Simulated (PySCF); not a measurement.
# Computed records: AlB2ClH3, B2FH5N, CH4FOSi, FH3OSi2 and others

Computed with PySCF 2.14.0. Calculation on a computer-drawn molecule: optimised geometry and harmonic frequencies of an isolated molecule of the commonest isotopes, restricted reference for singlets and unrestricted otherwise, frozen core in MP2.

Common to all runs: method HF.

(1) AlB2ClH3

Start structure:
```xyz
7
AlB2ClH3
B      0.9152     1.9496     0.8206
B      1.6982     1.2900    -0.3345
Al    -0.5806     1.2204    -0.7336
Cl    -1.3466     2.5801    -2.0933
H      0.4959     2.4965     1.7314
H      2.3000     0.8189    -1.1247
H     -1.3978    -0.0287    -0.6376
```

```
charge                                        : 0
multiplicity                                  : 2
basis                                         : cc-pV(D+d)Z
rotational constants                          : 7.727, 2.604, 1.948 GHz
total energy                                  : -752.5283 hartree
spin squared                                  : 0.7569
convergence status largest gradient component : 1.561e-05 hartree/bohr
```

Drawn bonds:
| atom | other atom | order |
| --- | --- | --- |
| 1 | 2 | 1 |
| 2 | 3 | 1 |
| 3 | 4 | 1 |
| 1 | 5 | 1 |
| 2 | 6 | 1 |
| 3 | 7 | 1 |

Optimised structure:
```xyz
7
AlB2ClH3
B      1.2604     2.3326     0.8432
B      1.2346     1.0813    -0.0996
Al    -0.5905     0.9800    -1.2101
Cl    -2.0674     2.5007    -0.9202
H      1.1695     3.3034     1.5117
H      2.0824     0.2469    -0.2372
H     -1.0049    -0.1181    -2.2596
```

Modes:
| frequency (cm⁻¹) | reduced mass (dalton) |
| --- | --- |
| 44.06 | 2.201 |
| 84.87 | 4.326 |
| 196.1 | 4.533 |
| 423.6 | 1.178 |
| 466.2 | 8.288 |
| 558.3 | 5.01 |
| 584.3 | 1.155 |
| 619.1 | 1.666 |
| 650.8 | 1.155 |
| 761.7 | 1.163 |
| 923.6 | 1.444 |
| 1155 | 5.998 |
| 2008 | 1.043 |
| 2729 | 1.095 |
| 2888 | 1.112 |

(2) B2FH5N

Start structure:
```xyz
9
B2FH5N
B     -1.5209     1.0428    -2.1501
B     -0.8648     1.1610    -0.5148
N     -0.4123    -0.0409     0.2220
F     -0.5532     2.2545     0.1984
H     -2.6462     1.6426    -2.1855
H     -0.8223     1.5537    -2.9507
H     -1.6583    -0.1412    -2.4465
H     -0.0809    -0.0187     1.1272
H     -0.6113    -0.9382    -0.1235
```

```
charge                                        : -1
multiplicity                                  : 1
basis                                         : aug-cc-pVDZ
rotational constants                          : 9.427, 6.836, 4.095 GHz
total energy                                  : -206.2780 hartree
convergence status largest gradient component : 2.283e-05 hartree/bohr
```

Drawn bonds:
| atom | other atom | order |
| --- | --- | --- |
| 1 | 2 | 1 |
| 2 | 3 | 1 |
| 2 | 4 | 1 |
| 1 | 5 | 1 |
| 1 | 6 | 1 |
| 1 | 7 | 1 |
| 3 | 8 | 1 |
| 3 | 9 | 1 |

Optimised structure:
```xyz
9
B2FH5N
B     -1.5305     1.0411    -2.1326
B     -0.8366     1.0808    -0.5554
N     -0.4688    -0.0439     0.2451
F     -0.5488     2.2625     0.1351
H     -2.6409     1.6131    -2.1241
H     -0.7886     1.6390    -2.9400
H     -1.6848    -0.1403    -2.5201
H     -0.0691     0.0347     1.1552
H     -0.6021    -0.9713    -0.0869
```

Modes:
| frequency (cm⁻¹) | reduced mass (dalton) |
| --- | --- |
| 103.4 | 1.074 |
| 265 | 2.31 |
| 282.5 | 1.197 |
| 408.3 | 1.725 |
| 414.1 | 3.154 |
| 638.4 | 1.1 |
| 664.6 | 3.488 |
| 779.5 | 1.502 |
| 844.9 | 2.317 |
| 911.1 | 1.964 |
| 1142 | 1.38 |
| 1196 | 1.619 |
| 1221 | 1.057 |
| 1235 | 1.76 |
| 1293 | 3.55 |
| 1717 | 1.197 |
| 2232 | 1.097 |
| 2262 | 1.099 |
| 2302 | 1.041 |
| 3805 | 1.05 |
| 3933 | 1.098 |

(3) CH4FOSi

Start structure:
```xyz
8
CH4FOSi
C     -1.4461     1.0681    -0.7878
O     -0.2224     1.4485    -1.2867
Si     1.3118     1.3011    -0.8228
F      1.4011    -0.1693    -0.0465
H     -1.7737     1.8588    -0.0731
H     -1.3382     0.1321    -0.3009
H     -2.1463     1.0543    -1.5892
H      1.6288     2.1672     0.3504
```

```
charge                                        : 0
multiplicity                                  : 2
basis                                         : cc-pV(D+d)Z
rotational constants                          : 12.8, 4.113, 3.361 GHz
total energy                                  : -503.4904 hartree
spin squared                                  : 0.7535
convergence status largest gradient component : 4.562e-05 hartree/bohr
```

Drawn bonds:
| atom | other atom | order |
| --- | --- | --- |
| 1 | 2 | 1 |
| 2 | 3 | 1 |
| 3 | 4 | 1 |
| 1 | 5 | 1 |
| 1 | 6 | 1 |
| 1 | 7 | 1 |
| 3 | 8 | 1 |

Optimised structure:
```xyz
8
CH4FOSi
C     -1.4226     1.0832    -0.7906
O     -0.1774     1.3428    -1.4007
Si     1.3097     1.2580    -0.7485
F      1.4609    -0.1671     0.0048
H     -1.6152     1.7940     0.0164
H     -1.4552     0.0694    -0.3892
H     -2.1963     1.1920    -1.5476
H      1.5110     2.2884     0.2988
```

Modes:
| frequency (cm⁻¹) | reduced mass (dalton) |
| --- | --- |
| 64.81 | 2.152 |
| 70.3 | 1.341 |
| 185.6 | 3.564 |
| 381.9 | 8.35 |
| 788 | 4.167 |
| 822.6 | 1.402 |
| 846.8 | 1.414 |
| 909.9 | 4.282 |
| 1211 | 6.049 |
| 1267 | 1.262 |
| 1295 | 1.435 |
| 1593 | 1.134 |
| 1601 | 1.05 |
| 1604 | 1.046 |
| 2267 | 1.042 |
| 3183 | 1.034 |
| 3261 | 1.106 |
| 3296 | 1.106 |

(4) FH3OSi2

Start structure:
```xyz
7
FH3OSi2
O     -1.7913     2.6115     2.0728
Si    -0.4636     3.2987     1.5118
Si     1.4592     2.1190     1.6320
F      2.0886     2.6017     0.2325
H     -1.8731     1.7179     2.3976
H      2.3752     2.6690     2.5734
H      1.7042     0.7218     1.5517
```

```
charge                                        : 0
multiplicity                                  : 1
basis                                         : cc-pV(D+d)Z
rotational constants                          : 11.41, 2.089, 1.875 GHz
total energy                                  : -753.9685 hartree
convergence status largest gradient component : 3.708e-05 hartree/bohr
```

Drawn bonds:
| atom | other atom | order |
| --- | --- | --- |
| 1 | 2 | 1 |
| 2 | 3 | 1 |
| 3 | 4 | 1 |
| 1 | 5 | 1 |
| 3 | 6 | 1 |
| 3 | 7 | 1 |

Optimised structure:
```xyz
7
FH3OSi2
O     -1.6716     2.4549     2.1299
Si    -0.6499     3.5390     1.4115
Si     1.4334     2.2399     1.5311
F      2.3150     2.5198     0.1916
H     -1.4145     1.5886     2.4116
H      2.2755     2.6253     2.6900
H      1.2112     0.7721     1.6061
```

Modes:
| frequency (cm⁻¹) | reduced mass (dalton) |
| --- | --- |
| 25.36 | 5.596 |
| 127.2 | 7.112 |
| 219.7 | 5.379 |
| 372.6 | 2.166 |
| 476.9 | 2.224 |
| 562.2 | 1.183 |
| 785.9 | 1.107 |
| 849.7 | 2.381 |
| 860.9 | 4.241 |
| 909.7 | 1.953 |
| 939.9 | 1.375 |
| 1024 | 1.079 |
| 2274 | 1.04 |
| 2292 | 1.041 |
| 4147 | 1.068 |

(5) CH4AlBN

Start structure:
```xyz
8
CH4AlBN
C      1.4706     1.0021    -3.2168
B      1.0383     0.4132    -2.0186
N      0.6821    -0.1187    -0.8447
Al     0.2016    -0.8321     0.6581
H      1.8690     0.3405    -4.0975
H      1.5075     1.9897    -3.4546
H      0.1059    -2.2699     0.8607
H     -0.3694     0.1458     1.8395
```

```
charge                                        : 0
multiplicity                                  : 2
basis                                         : cc-pV(D+d)Z
rotational constants                          : 91.97, 2.206, 2.155 GHz
total energy                                  : -361.2781 hartree
spin squared                                  : 0.7688
convergence status largest gradient component : 4.314e-05 hartree/bohr
```

Drawn bonds:
| atom | other atom | order |
| --- | --- | --- |
| 1 | 2 | 1 |
| 2 | 3 | 2 |
| 3 | 4 | 1 |
| 1 | 5 | 1 |
| 1 | 6 | 1 |
| 4 | 7 | 1 |
| 4 | 8 | 1 |

Optimised structure:
```xyz
8
CH4AlBN
C      1.5067     0.9734    -3.2772
B      1.0479     0.3847    -1.9586
N      0.6679    -0.1028    -0.8668
Al     0.1333    -0.7883     0.6699
H      1.8610     0.3479    -4.0873
H      1.4969     2.0411    -3.4581
H      0.1316    -2.3538     0.8713
H     -0.3396     0.1685     1.8328
```

Modes:
| frequency (cm⁻¹) | reduced mass (dalton) |
| --- | --- |
| 31.56 | 1.008 |
| 98.94 | 3.56 |
| 102.9 | 5.191 |
| 374 | 2.719 |
| 427.2 | 3.457 |
| 565 | 6.159 |
| 607.6 | 1.271 |
| 631.7 | 1.608 |
| 672.4 | 1.193 |
| 858.2 | 1.069 |
| 939.9 | 1.58 |
| 1040 | 6.242 |
| 1510 | 1.155 |
| 1986 | 1.061 |
| 1998 | 1.042 |
| 2073 | 9.778 |
| 3301 | 1.055 |
| 3402 | 1.115 |
